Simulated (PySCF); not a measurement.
A calculated (TPSS, PySCF 2.14, def2-TZVP, no relativity, point nucleus) atom or ion has these occupied shells.

| shell | electrons | orbital energy (eV) | rms radius, mean of both spins (bohr) |
| --- | --- | --- | --- |
| 1s α | 1 | -7534.8 | 0.0658 |
| 1s β | 1 | -7534.8 | 0.0658 |
| 2s α | 1 | -888.91 | 0.280 |
| 2s β | 1 | -888.02 | 0.280 |
| 2p α | 3 | -770.76 | 0.250 |
| 2p β | 3 | -770.04 | 0.250 |
| 3s α | 1 | -104.77 | 0.846 |
| 3s β | 1 | -102.49 | 0.846 |
| 3p α | 3 | -69.563 | 0.901 |
| 3p β | 3 | -67.268 | 0.901 |
| 3d α | 5 | -12.868 | 1.32 |
| 3d β | 3 | -11.562 | 1.32 |

Q: Name the element and its charge.

A: Co+ (cobalt, charge +1), in [Ar] 3d8, high-spin 3F determinant.
